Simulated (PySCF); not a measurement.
dimethyl diselenide (C₂H₆Se₂), singlet, at a GFN2-xTB geometry; PBE0/6-31G (PySCF).

Here is a job for PySCF.
```python
from pyscf import gto, scf, dft

mol = gto.Mole()
mol.atom = '''
    C     1.968559   -1.176134    0.159054
    Se    0.979498    0.507549    0.433550
    Se   -0.959918    0.039424   -0.694255
    C    -2.037413   -0.747376    0.757753
    H     2.964965   -1.030416    0.564544
    H     2.022396   -1.386605   -0.905073
    H     1.466846   -1.984399    0.683848
    H    -3.034512   -0.912441    0.361485
    H    -2.073845   -0.050680    1.590130
    H    -1.598429   -1.691481    1.068196
'''
mol.basis = '6-31g'
mol.charge = 0
mol.spin = 0
mol.verbose = 4
mol.build()

mf = dft.RKS(mol)
mf.xc = 'pbe0'
mf.init_guess = 'sap'
mf.kernel()
```

Output, abridged:

```
PySCF version 2.14.0

[INPUT] verbose = 4
[INPUT] num. atoms = 10
[INPUT] num. electrons = 86
[INPUT] charge = 0
[INPUT] spin (= nelec alpha-beta = 2S) = 0
[INPUT] symmetry False subgroup None
[INPUT] Mole.unit = angstrom
[INPUT] Symbol           X                Y                Z      unit          X                Y                Z       unit  Magmom
[INPUT]  1 C      1.968559000000  -1.176134000000   0.159054000000 AA    3.720037370048  -2.222571145789   0.300568499017 Bohr   0.0
[INPUT]  2 Se     0.979498000000   0.507549000000   0.433550000000 AA    1.850982959559   0.959128604797   0.819290761305 Bohr   0.0
[INPUT]  3 Se    -0.959918000000   0.039424000000  -0.694255000000 AA   -1.813982122040   0.074500562735  -1.311951810610 Bohr   0.0
[INPUT]  4 C     -2.037413000000  -0.747376000000   0.757753000000 AA   -3.850152572628  -1.412335952073   1.431945640068 Bohr   0.0
[INPUT]  5 H      2.964965000000  -1.030416000000   0.564544000000 AA    5.602971818921  -1.947204034370   1.066833545266 Bohr   0.0
[INPUT]  6 H      2.022396000000  -1.386605000000  -0.905073000000 AA    3.821774555416  -2.620303692953  -1.710340092738 Bohr   0.0
[INPUT]  7 H      1.466846000000  -1.984399000000   0.683848000000 AA    2.771937206914  -3.749970631861   1.292285430832 Bohr   0.0
[INPUT]  8 H     -3.034512000000  -0.912441000000   0.361485000000 AA   -5.734396601706  -1.724263594824   0.683107648138 Bohr   0.0
[INPUT]  9 H     -2.073845000000  -0.050680000000   1.590130000000 AA   -3.918999074799  -0.095771319993   3.004910202455 Bohr   0.0
[INPUT] 10 H     -1.598429000000  -1.691481000000   1.068196000000 AA   -3.020593039562  -3.196435834905   2.018597887356 Bohr   0.0

nuclear repulsion = 543.933735878586
number of shells = 44
number of NR pGTOs = 248
number of NR cGTOs = 84
basis = 6-31g
ecp = {}

******** <class 'pyscf.dft.rks.RKS'> ********
method = RKS
initial guess = sap
damping factor = 0
level_shift factor = 0
DIIS = <class 'pyscf.scf.diis.CDIIS'>
diis_start_cycle = 1
diis_space = 8
diis_damp = 0
SCF conv_tol = 1e-09
SCF conv_tol_grad = None
SCF max_cycles = 50
direct_scf = True
direct_scf_tol = 1e-13
XC library pyscf.dft.libxc version 7.1.2
    S. Lehtola, C. Steigemann, M. J. T. Oliveira, and M. A. L. Marques,  SoftwareX 7, 1–5 (2018)
XC functionals = pbe0
    C. Adamo and V. Barone,  J. Chem. Phys. 110, 6158 (1999)
    M. Ernzerhof and G. E. Scuseria,  J. Chem. Phys. 110, 5029 (1999)
radial grids:
    Treutler-Ahlrichs [JCP 102, 346 (1995); DOI:10.1063/1.469408] (M4) radial grids

becke partition: Becke, JCP 88, 2547 (1988); DOI:10.1063/1.454033
pruning grids: <function nwchem_prune>
grids dens level: 3
symmetrized grids: False
atomic radii adjust function: <function treutler_atomic_radii_adjust>
small_rho_cutoff = 0
Set gradient conv threshold to 3.16228e-05
Initial guess from superposition of atomic potentials (doi:10.1021/acs.jctc.8b01089)
This is the Gaussian fit version as described in doi:10.1063/5.0004046.
Found SAP basis sapgrasplarge
  HOMO = -0.493945760020027  LUMO = -0.364713844739088  gap/eV = 3.51658
tot grids = 127936
init E= -4879.32042976836
  HOMO = -0.0344290861079019  LUMO = -0.0183840490443563  gap/eV = 0.43661
cycle= 1 E= -4877.39280531641  delta_E= 1.93  |g|= 2.99  |ddm|= 7.34
  HOMO = -0.262848524810786  LUMO = -0.260432270934243  gap/eV = 0.06575
cycle= 2 E= -4866.29286812188  delta_E= 11.1  |g|= 5.37  |ddm|= 12.2
  HOMO = -0.337086257694898  LUMO = -0.172627110437705  gap/eV = 4.47516
cycle= 3 E= -4881.40896892627  delta_E= -15.1  |g|= 0.55  |ddm|= 10.8
  HOMO = -0.167140359244183  LUMO = 0.0300394011311722  gap/eV = 5.36553
cycle= 4 E= -4881.45949860965  delta_E= -0.0505  |g|= 0.368  |ddm|= 1.54
  HOMO = -0.235066018218553  LUMO = -0.0314232285116161  gap/eV = 5.54140
cycle= 5 E= -4881.50094708935  delta_E= -0.0414  |g|= 0.123  |ddm|= 0.65
  HOMO = -0.241433937122996  LUMO = -0.0374611847277873  gap/eV = 5.55038
cycle= 6 E= -4881.50603472945  delta_E= -0.00509  |g|= 0.0344  |ddm|= 0.164
  HOMO = -0.240357075220864  LUMO = -0.0358567304512576  gap/eV = 5.56474
cycle= 7 E= -4881.50632637139  delta_E= -0.000292  |g|= 0.00511  |ddm|= 0.0467
  HOMO = -0.241106469559062  LUMO = -0.0366132330274751  gap/eV = 5.56454
cycle= 8 E= -4881.50633548372  delta_E= -9.11e-06  |g|= 0.00143  |ddm|= 0.0115
  HOMO = -0.241053416209075  LUMO = -0.0365615913412514  gap/eV = 5.56451
cycle= 9 E= -4881.50633596886  delta_E= -4.85e-07  |g|= 0.000683  |ddm|= 0.00287
  HOMO = -0.241015072482118  LUMO = -0.0365237076277891  gap/eV = 5.56449
cycle= 10 E= -4881.5063361127  delta_E= -1.44e-07  |g|= 4.72e-05  |ddm|= 0.0011
  HOMO = -0.241015437249811  LUMO = -0.0365235388736833  gap/eV = 5.56451
cycle= 11 E= -4881.50633611342  delta_E= -7.23e-10  |g|= 1.69e-05  |ddm|= 0.000165
  HOMO = -0.241014965944064  LUMO = -0.0365227978401914  gap/eV = 5.56452
Extra cycle  E= -4881.50633611337  delta_E= 5e-11  |g|= 2.23e-05  |ddm|= 5.78e-05
converged SCF energy = -4881.50633611337
```
